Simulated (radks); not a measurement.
Cu III, 27 electrons, occupied as [Ne] 3s1 3p6 3d9 4p1 (not the ground configuration). Calculated with a radial shooting solver on a logarithmic mesh with Libxc functionals: scalar-relativistic Kohn-Sham, PBEsol, spin-unpolarised, spherical densities, finite nucleus; Fermi nuclear charge, rms radius 3.8823 fm.

Local quantities along the radius. ELF = 1/(1 + alpha^2) is the electron localisation function; alpha = (tau - tau_W)/tau_unif compares the Pauli kinetic energy density with that of the uniform gas; r v_xc is r times the local exchange-correlation potential (hartree bohr); -r V(r) is the screened charge that the Kohn-Sham potential presents (atomic units); 4 pi r^2 rho is in e/bohr. tau is taken from the large components.

r (bohr)    ELF    alpha    r v_xc  -r V(r)  4 pi r^2 rho
0.003061  1.000  0.01821  -0.09666    28.68         1.837
0.003535  1.000  0.01870   -0.1072    28.63         2.369
0.00405   1.000  0.01930   -0.1184    28.57         2.999
0.004677  1.000  0.02013   -0.1319    28.50         3.832
0.005402  1.000  0.02118   -0.1470    28.42         4.869
0.006239  0.999  0.02253   -0.1639    28.32         6.146
0.007147  0.999  0.02413   -0.1817    28.22         7.607
0.008254  0.999  0.02628   -0.2024    28.10         9.454
0.009533  0.999  0.02904   -0.2251    27.96         11.63
0.01092   0.999  0.03241   -0.2483    27.80         14.01
0.01261   0.999  0.03708   -0.2748    27.62         16.84
0.01457   0.998  0.04335   -0.3029    27.40         19.94
0.01682   0.997  0.05194   -0.3322    27.16         23.21
0.01927   0.996  0.06320   -0.3607    26.90         26.32
0.02226   0.994  0.08019   -0.3909    26.60         29.43
0.02571   0.989   0.1053   -0.4203    26.25         32.10
0.02969   0.980   0.1437   -0.4478    25.86         34.07
0.03401   0.962   0.1998   -0.4710    25.45         35.05
0.03928   0.921   0.2937   -0.4915    24.97         35.05
0.04537   0.835   0.4448   -0.5070    24.44         34.01
0.05239   0.684   0.6799   -0.5175    23.86         32.19
0.06002   0.506   0.9882   -0.5241    23.25         30.25
0.06932   0.356    1.345   -0.5309    22.55         28.60
0.08006   0.292    1.558   -0.5454    21.79         28.08
0.09172   0.312    1.484   -0.5784    21.02         29.05
0.1059    0.415    1.188   -0.6376    20.18         31.60
0.1223    0.568   0.8716   -0.7079    19.27         35.10
0.1413    0.704   0.6489   -0.7746    18.30         38.32
0.1619    0.778   0.5335   -0.8255    17.35         39.84
0.1869    0.802   0.4973   -0.8592    16.29         38.83
0.2159    0.763   0.5568   -0.8672    15.20         34.95
0.2493    0.629   0.7674   -0.8487    14.08         29.19
0.2856    0.415    1.186   -0.8142    12.99         23.65
0.3299    0.246    1.751   -0.7801    11.83         19.48
0.381     0.227    1.845   -0.8014    10.69         18.04
0.4365    0.339    1.397   -0.8874    9.654         18.90
0.5041    0.531   0.9403   -0.9785    8.561         20.74
0.5822    0.668   0.7047    -1.054    7.502         21.80
0.6723    0.722   0.6204    -1.097    6.515         20.93
0.7703    0.718   0.6270    -1.101    5.685         18.28
0.8896    0.664   0.7121    -1.066    4.937         14.29
1.027     0.555   0.8961   -0.9977    4.327         10.11
1.186     0.398    1.230   -0.9058    3.842         6.561
1.359     0.246    1.751   -0.8097    3.479         4.114
1.57      0.132    2.561   -0.7142    3.181         2.444
1.813     0.078    3.433   -0.6391    2.958         1.485
2.094     0.064    3.829   -0.5923    2.803        0.9629
2.399     0.073    3.566   -0.5721    2.707        0.6762
2.77      0.096    3.077   -0.5515    2.628        0.4676
3.199     0.109    2.861   -0.4986    2.538        0.3019
3.666     0.094    3.112   -0.4251    2.443        0.1775
4.233     0.056    4.100   -0.3688    2.376       0.08571
4.889     0.023    6.545   -0.3312    2.333       0.03372
5.646     0.006    12.71   -0.2690    2.270       0.01037
6.469     0.001    28.77   -0.1898    2.190      0.002613
7.471     0.000    85.15   -0.1128    2.113     0.0004414

On this mesh the ELF has minima near r = 0.080, 0.38 bohr, which separate the shells, and maxima near 0.19 (0.80), 0.67 (0.72), 3.2 (0.11).

Self-consistent cycle (total energy in hartree, residual of the potential): 1: -1643.418828, 6e+00; 2: -1646.710961, 3e+00; 3: -1647.625278, 5e-01; 4: -1647.611531, 6e-01; 5: -1647.669445, 2e-01; 6: -1647.674657, 2e-02; 7: -1647.674753, 1e-03; 8: -1647.674755, 2e-03; 9: -1647.674755, 1e-04; 10: -1647.674755, 1e-05; 11: -1647.674755, 4e-06; 12: -1647.674755, 8e-07; 13: -1647.674755, 6e-09; 14: -1647.674755, 4e-09.
